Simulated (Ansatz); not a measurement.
Relaxation of BrFH$_{2}$OZn (6 atoms, charge 0, multiplicity 1), to a largest force component of 0.03 eV/Å in at most 50 steps.

Method: Ansatz, RKS r2SCAN-D4/def2-SVP.

```xyz
6
Properties=species:S:1:pos:R:3
Zn -0.419 -0.885 -0.214
F 0.051 -0.285 -1.813
O -0.897 -1.685 1.275
H 1.033 1.557 -1.214
Br 1.355 2.373 -0.025
H -1.123 -1.076 1.991
```

**Question.** Where does it end, and by what steps?

**Answer.** The run converged. After 15 steps the energy has fallen by 1.005 eV; Zn1 moved furthest, 1.19 Å. Parted: H4–Br5. Joined: Zn1–Br5, F2–H4.

```
step  energy less start (eV)  largest force component (eV/Å)  accepted
   0                  0.0000                           0.799       yes
   1                 -0.1378                           0.276       yes
   2                 -0.2023                           0.616       yes
   3                 -0.2459                           0.549       yes
   4                 -0.1813                           2.235        no
   5                 -0.2778                           0.452       yes
   6                 -0.3358                           0.338       yes
   7                 -0.4584                           0.830       yes
   8                 -0.6383                           0.822       yes
   9                 -0.6910                           3.345       yes
  10                 -0.8734                           1.031       yes
  11                 -0.9359                           0.549       yes
  12                 -0.9678                           0.912       yes
  13                 -1.0016                           0.154       yes
  14                 -1.0046                           0.038       yes
  15                 -1.0047                           0.007       yes
```

```xyz
6
Properties=species:S:1:pos:R:3
Zn -0.037 0.057 0.410
F 0.245 -0.080 -1.749
O -0.903 -1.390 0.956
H 0.692 0.758 -1.737
Br 1.066 2.054 0.213
H -1.064 -1.398 1.908
```

Run time: 110 s on 2 threads of Arm Neoverse N1, with other jobs on the host, peak memory 0.17 GiB.
